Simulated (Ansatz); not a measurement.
The cluster HfS₂⁻, relaxed as a doublet with UKS PBE-D4/def2-TZVPD in Ansatz, starting from the GFN2-xTB geometry. Force threshold 0.02 eV/Å.

In the def2 sets Hf takes a core potential; there is no spin–orbit coupling. The structure comes from a short search, and lower isomers may exist.

Start:

Cartesian coordinates in Å:
```
Hf 0.014 -0.020 0.008
S -1.367 -1.478 -1.157
S 1.353 1.498 1.148
```

```json
{"step": "1", "energy (eV)": "-22972.5686", "largest force component (eV/Å)": "0.193", "SCF passes": "18"}
{"step": "2", "energy (eV)": "-22972.5747", "largest force component (eV/Å)": "0.140", "SCF passes": "23"}
{"step": "3", "energy (eV)": "-22972.6195", "largest force component (eV/Å)": "0.768", "SCF passes": "31"}
{"step": "4", "energy (eV)": "-22972.7896", "largest force component (eV/Å)": "1.023", "SCF passes": "32"}
{"step": "5", "energy (eV)": "-22973.0696", "largest force component (eV/Å)": "0.901", "SCF passes": "32"}
{"step": "6", "energy (eV)": "-22973.2533", "largest force component (eV/Å)": "0.636", "SCF passes": "31"}
{"step": "7", "energy (eV)": "-22973.2855", "largest force component (eV/Å)": "0.214", "SCF passes": "24"}
{"step": "8", "energy (eV)": "-22973.2902", "largest force component (eV/Å)": "0.005", "SCF passes": "24"}
```

Force components are those of the run's own axes.

End:

Cartesian coordinates in Å:
```
Hf 0.447 -0.613 0.264
S -1.358 -0.935 -1.094
S 0.911 1.548 0.830
```

By distances, no bond broke or formed. The bond that changes most is Hf1–S3, from 2.32 to 2.28 Å (atoms count from 1).

No frequencies were taken in this run, so the end may be a saddle point.

Hardware: 4 threads of Intel Xeon on a shared host. Wall time 20 s.
